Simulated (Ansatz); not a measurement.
`ClC(Cl)=CBr` + H₂O → `OC=C(Cl)Cl` + HBr at 298.15 K and 1 bar (formal hydrolysis of a C–Br bond).

Gas-phase electronic energies from Ansatz, PBE0-D4/def2-TZVP geometries. CCSD(T)/CBS adds triple-zeta CCSD(T) − MP2 to the extrapolated MP2 energy (def2 sets, frozen cores). This one scheme is used for every species. For Br outer-core shells are correlated without core-valence functions, which leaves a few kJ/mol of doubt a bond. Scalar relativity is left out up to krypton. One conformer a species, not always the lowest.

```
      species  CCSD(T)/CBS energy (Eh)  H − E (kJ/mol)  S (J/(mol·K))
`ClC(Cl)=CBr`              -3569.54291            81.1          335.4
          H₂O                -76.37941            66.4          188.7
 `OC=C(Cl)Cl`              -1072.00088           119.8          316.5
          HBr              -2573.91920            24.6          198.6
```

H − E and S are ideal-gas, rigid-rotor, harmonic terms from PBE0-D4/def2-TZVP, for one conformer and one mirror image of each species. 1 Eh = 2625.50 kJ/mol, R = 8.31446 J/(mol·K).

**Question.** By hand: ΔE, ΔH, ΔS and ΔG.

**Answer.** ΔE = (-1072.00088) + (-2573.91920) − (-3569.54291) − (-76.37941) = 0.00224 Eh = 5.9 kJ/mol. Δ(H − E) = 119.8 + 24.6 − 81.1 − 66.4 = -3.1, so ΔH = 2.8 kJ/mol. ΔS = 316.5 + 198.6 − 335.4 − 188.7 = -9.0 J/(mol·K). ΔG = 2.8 − 298.15 × (-9.0)/1000 = 5.5 kJ/mol.

**Question.** By hand: the equilibrium constant, and the temperature at which ΔG would vanish if ΔH and ΔS stayed fixed.

**Answer.** log₁₀ K = −ΔG/(RT ln 10) = -1.0. ΔH and −TΔS have one sign here, so there is no such temperature. One of them is within its doubt of zero, so this could turn.

TΔS isn't small against ΔH here. The sign of ΔG lies within the doubt. A doubt of 5 kJ/mol in ΔE shifts log₁₀ K by 0.9 here. Other conformers and mirror images would add mixing entropy, several J/(mol·K) or more a flexible species. These are equilibria of isolated gas molecules and say nothing of rates. Largest T1 diagnostic: 0.012 (customary marks: 0.02 for closed shells, 0.045 for open ones).
